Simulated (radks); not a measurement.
The numbers below are computed, except where a source is named.
Valence configurations of Gd3+ (all share [Xe]). Code: a radial shooting solver on a logarithmic mesh with Libxc functionals. Model: scalar-relativistic Kohn-Sham, PBE, spin-unpolarised, spherical densities, finite nucleus; Fermi nuclear charge, rms radius 5.1569 fm. Energies are relative to 4f7; eigenvalues in eV.

| valence | E (eV) | e(4f) | e(5d) | e(6p) | e(6s) |
|---|---|---|---|---|---|
| 4f7 | 0.000 | -33.697 | - | - | - |
| 4f6 5d1 | 11.614 | -40.805 | -26.548 | - | - |
| 4f6 6s1 | 15.012 | -44.008 | - | - | -24.915 |
| 4f6 6p1 | 20.709 | -45.139 | - | -19.855 | - |
| 4f5 5d2 | 28.856 | -48.602 | -28.376 | - | - |
| 4f5 5d1 6s1 | 33.332 | -51.965 | -30.632 | - | -25.722 |
| 4f5 6s2 | 38.666 | -55.432 | - | - | -27.141 |
| 4f5 5d1 6p1 | 39.272 | -53.082 | -31.517 | -20.390 | - |
| 4f5 6p2 | 51.101 | -57.629 | - | -22.038 | - |

NIST lists [Xe] 4f7 as the ground configuration; this level of theory agrees among the configurations tried. The energies are those of spherical spin-averaged densities, not of single terms.
